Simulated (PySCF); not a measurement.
Input file for PySCF: R-MP2/6-31G* on C2H6OSi (SMILES CO[Si]C), a point of a torsion scan.

```python
from pyscf import gto, scf, dft, mp
from pyscf.data.elements import chemcore

mol = gto.M(
    atom='''
    C     1.83935190   -0.26677311   -0.05099503
    O     0.59824025    0.34691882   -0.07738073
    Si   -0.26109908    1.01696774    1.16183623
    C    -1.75120288    1.55077980    0.08906769
    H     2.61869576    0.43733724    0.25651517
    H     2.06570882   -0.62893170   -1.05582542
    H     1.84662873   -1.11357415    0.64210478
    H    -1.61815481    1.32041421   -0.96813232
    H    -1.92387281    2.62177636    0.18382765
    H    -2.66114524    1.05937977    0.43048209
    ''',
    basis='6-31g*',
    cart=True,
    charge=0, spin=0, verbose=3, max_memory=1800)
mf = scf.RHF(mol)
mf.conv_tol = 1e-8
mf.max_cycle = 100
mf.kernel()
if not mf.converged:
    mf = mf.newton().run(mf.mo_coeff, mf.mo_occ)
pt = mp.MP2(mf, frozen=chemcore(mol)).run()
```

The log:

```
converged SCF energy = -442.994113055159
E(RMP2) = -443.506183962714  E_corr = -0.512070907554276
E(SCS-RMP2) = -443.502187333577  E_corr = -0.508074278417366
```

Self-consistency was reached.

Cost: very roughly 1.6 core-seconds.
